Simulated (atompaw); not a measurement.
## Ir: one change to a PAW (atompaw) potential, before and after

iridium (Ir), PAW, made with atompaw 4.2.0.5 (LDA (PW92), scalar-relativistic). Core [Xe], reference 4f14 5d7 6s2 6p0. Waves: 6s (bound): rc 2.00 bohr; 6s channel at 1.15 Ry: rc 2.00 bohr; 6p (bound, empty): rc 2.65 bohr; 6p channel at 0.8 Ry: rc 2.65 bohr; 5d (bound): rc 1.70 bohr; 5d channel at -0.2 Ry: rc 1.70 bohr; 4f (bound): rc 1.10 bohr; 4f channel at -0.85 Ry: rc 1.10 bohr. Local part: troulliermartins scheme with l = 4 at 0 Ry, radius 1.85 bohr. Core correction: smooth core density matched at 2.30 bohr. Augmentation charge: sinc compensation charge, radius 2.45 bohr; PAW radius 2.65 bohr; waves and projectors: custom rrkj gramschmidtortho.

All-electron outer shells of the reference configuration (LDA (PW92), scalar-relativistic, ld1.x):

| shell | level (eV) | outermost node (bohr) | outermost maximum (bohr) |
| --- | --- | --- | --- |
| 5s | -98.30 | 0.50 | 0.89 |
| 4f | -62.54 | – | 0.39 |
| 5p | -54.92 | 0.54 | 1.01 |
| 5d | -7.36 | 0.59 | 1.31 |
| 6s | -6.58 | 1.17 | 2.38 |
| 6p | -1.35 | 1.39 | 3.43 |

Change: all radii scaled by about 1.18 (s 2.36, p 3.14, d 2.00, f 1.30 bohr); local potential troulliermartins scheme with l = 4 at 0 Ry, radius 2.18 bohr; augmentation sinc compensation charge, radius 2.90 bohr; PAW radius 3.14 bohr; waves and projectors: custom rrkj gramschmidtortho; core correction smooth core density matched at 2.72 bohr.

Cutoffs: the cutoffs (Ry, on a coarse ladder) from which the occupation-weighted sum of valence levels, in a spherical-Bessel basis at the reference potential, stays within 10 and 1 mRy of its value at 400 Ry; they do not see the model core or the augmentation charge, which bear on the density cutoff.

**Question.** What does the change do?

**Answer.** The potential gets softer (160 Ry and 260 Ry → 110 Ry and 180 Ry); the bound ghosts move from p, s to s. A larger radius leaves more room for a smooth pseudo-wave, so fewer plane waves are needed.

```csv
quantity,base,changed
"cutoff, loose",160 Ry,110 Ry
"cutoff, tight",260 Ry,180 Ry
loose cutoff by channel (10 mRy a level),"s 8 Ry, d 30 Ry, f 100 Ry","s 6 Ry, d 21 Ry, f 80 Ry"
bound ghosts,"s, p",s
lowest overlap eigenvalue by channel,"s 0.70, p 0.50, d 0.95, f 0.08","s 0.43, p 0.39, d 0.95, f 0.95"
```

 A true bound ghost makes a file unfit for plane-wave use even where its test errors are small: the radial tests pick states by their node count and pass the ghost by. The cutoffs see the waves, projectors and local potential, not the compensation charge or the core.
